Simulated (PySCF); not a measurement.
**[Er(NH3)]3+ at several levels of theory**

Computed with PySCF 2.14.0 (density fitting, no spin-orbit coupling) at the geometry relaxed with r2SCAN:

```xyz
5
[Er(NH3)]3+ (singlet in the valence; each metal's 4f electrons, 11 of them, lie in its core potential, out of spins and levels)
Er    0.0000    0.0000   -0.1250
N     0.0000    0.0000    2.1666
H     0.9418    0.0000    2.6315
H    -0.4709    0.8156    2.6315
H    -0.4709   -0.8156    2.6315
```

```csv
level,basis,state,HOMO (eV),gap (eV),charge on Er1 (e),population of f-type functions on Er1 (polarisation alone where 4f lies in the core),dipole about the centre of mass (D),largest force component (eV/Å)
r2SCAN,"Er lcecp-1-SVP with ECP57, N def2-SVP, H def2-SVP",singlet,-26.95,6.20,2.46,0.01,4.06,0.01
PBE,the same,singlet,-26.77,5.20,2.40,0.01,4.38,0.33
r2SCAN,"Er lcecp-1-TZVP with ECP57, N def2-TZVP, H def2-TZVP",singlet,-26.86,6.03,2.56,0.01,4.13,0.33
```

In the lcecp rows the 4f levels are missing from HOMO and gap, and the state counts the valence alone.

Charges are Mulliken's, which hang on the basis. The relaxation used the grid (50, 194), these runs (75, 302) or, all-electron (x2c bases, spin-free X2C Hamiltonian), (99, 590).

A further run in the first row's basis gives HOMO (eV) -27.33, gap (eV) 6.47, charge on Er1 (e) 2.45, population of f-type functions on Er1 (polarisation alone where 4f lies in the core) 0.01, dipole about the centre of mass (D) 4.07, largest force component (eV/Å) 0.10. Which level was it?
A. HF
B. wB97X
C. TPSSh

C. The others give HOMO -30.47 eV (wB97X); -31.50 eV (HF).

In the first row's basis the gap widens with exact exchange: 5.2 to 6.2 eV for PBE, r2SCAN (none); 6.5 eV for TPSSh (a fixed share); 12.7 to 14.5 eV for wB97X, Hartree–Fock (rising or full at long range).

No frequency check is given that shows the relaxed geometry to be a minimum. An lcecp potential fixes the number of 4f electrons, so in runs with it no electron can move into or out of that shell.
